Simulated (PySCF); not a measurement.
Br2ClHOSi, SMILES O[Si](Cl)(Br)Br.

Geometry optimised at PBE0-D3(BJ)/def2-SVP. The structure was generated by enumeration, and PubChem lists no compound with its InChIKey, so it may never have been made. One conformer was computed; it need not be the lowest.

Computed with B3LYP/def2-TZVP in PySCF.

Gas-phase values at a fixed geometry.

Computed frontier levels, gap, dipole moment and polarisability:
The highest occupied level is -8.40 eV, the lowest empty level is -1.08 eV and the orbital gap is 7.32 eV. The dipole moment is 1.47 D and the quadrupole, principal values (traceless, Buckingham form, about the centre of nuclear charge) is -5.22, -3.20, 8.42 D·Å. The mean static polarisability comes out as 75.6 bohr³ (11.20 Å³) and the polarisability, principal values is 63.5, 77.5, 85.7 bohr³.
